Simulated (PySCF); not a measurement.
Species: CH₄F₂OSi.
Atom-mapped SMILES: `[OH:1][SiH2:2][CH:3]([F:4])[F:5]` (hydrogens: H6 on O1; H7, H8 on Si2; H9 on C3)

Theory: core-valence-separated Tamm–Dancoff BHandHLYP/aug-pcX-1 (pcseg-1 on H, def2-SVPD on Si) in PySCF, non-relativistic, gas phase, PBE0-D3(BJ)/def2-SVP geometry.

Computed oxygen K-edge spectrum, Gaussian lines of 0.8 eV full width, highest printed point 100; it ends one width below the last computed root. No empirical shift is added; at this level the pattern usually sits a few eV under experiment.

```json
{"photon energy (eV)": "530.9", "absorption": "0"}
{"photon energy (eV)": "531.0", "absorption": "1"}
{"photon energy (eV)": "531.1", "absorption": "2"}
{"photon energy (eV)": "531.2", "absorption": "4"}
{"photon energy (eV)": "531.3", "absorption": "7"}
{"photon energy (eV)": "531.4", "absorption": "11"}
{"photon energy (eV)": "531.5", "absorption": "17"}
{"photon energy (eV)": "531.6", "absorption": "24"}
{"photon energy (eV)": "531.7", "absorption": "30"}
{"photon energy (eV)": "531.8", "absorption": "35"}
{"photon energy (eV)": "531.9", "absorption": "37"}
{"photon energy (eV)": "532.0", "absorption": "37"}
{"photon energy (eV)": "532.1", "absorption": "33"}
{"photon energy (eV)": "532.2", "absorption": "27"}
{"photon energy (eV)": "532.3", "absorption": "21"}
{"photon energy (eV)": "532.4", "absorption": "14"}
{"photon energy (eV)": "532.5", "absorption": "10"}
{"photon energy (eV)": "532.6", "absorption": "7"}
{"photon energy (eV)": "532.7", "absorption": "6"}
{"photon energy (eV)": "532.8", "absorption": "9"}
{"photon energy (eV)": "532.9", "absorption": "14"}
{"photon energy (eV)": "533.0", "absorption": "24"}
{"photon energy (eV)": "533.1", "absorption": "37"}
{"photon energy (eV)": "533.2", "absorption": "53"}
{"photon energy (eV)": "533.3", "absorption": "69"}
{"photon energy (eV)": "533.4", "absorption": "84"}
{"photon energy (eV)": "533.5", "absorption": "95"}
{"photon energy (eV)": "533.6", "absorption": "100"}
{"photon energy (eV)": "533.7", "absorption": "99"}
{"photon energy (eV)": "533.8", "absorption": "93"}
{"photon energy (eV)": "533.9", "absorption": "85"}
{"photon energy (eV)": "534.0", "absorption": "77"}
{"photon energy (eV)": "534.1", "absorption": "71"}
{"photon energy (eV)": "534.2", "absorption": "66"}
{"photon energy (eV)": "534.3", "absorption": "62"}
{"photon energy (eV)": "534.4", "absorption": "59"}
{"photon energy (eV)": "534.5", "absorption": "56"}
{"photon energy (eV)": "534.6", "absorption": "52"}
{"photon energy (eV)": "534.7", "absorption": "48"}
{"photon energy (eV)": "534.8", "absorption": "43"}
{"photon energy (eV)": "534.9", "absorption": "37"}
{"photon energy (eV)": "535.0", "absorption": "32"}
{"photon energy (eV)": "535.1", "absorption": "28"}
```

Question: Assign the maxima to core holes.

Answer: 2 maxima:
- 531.9 eV: O1 (silanol oxygen), 531.93 eV, f = 0.014, 100 % of the height at the exact maximum
- 533.6 eV: O1 (silanol oxygen), 533.56 eV, f = 0.033, 89 % of the height at the exact maximum

Further lines of some strength in the range: O1, 534.17 eV, f = 0.014; O1, 534.68 eV, f = 0.012.

Roots within 0.03 eV on the same or equivalent atoms count as one line; shares under 12 % aren't listed.

Vibrational structure and lifetime widths aren't in the curve. The ionisation threshold wasn't computed; near and above it a finite basis only mimics Rydberg series and continuum.

The values belong to the conformer `[OH:1][SiH2:2][CH:3]([F:4])[F:5]`: O1–Si2–C3–F4 -51°, H–O1–Si2–C3 45°.
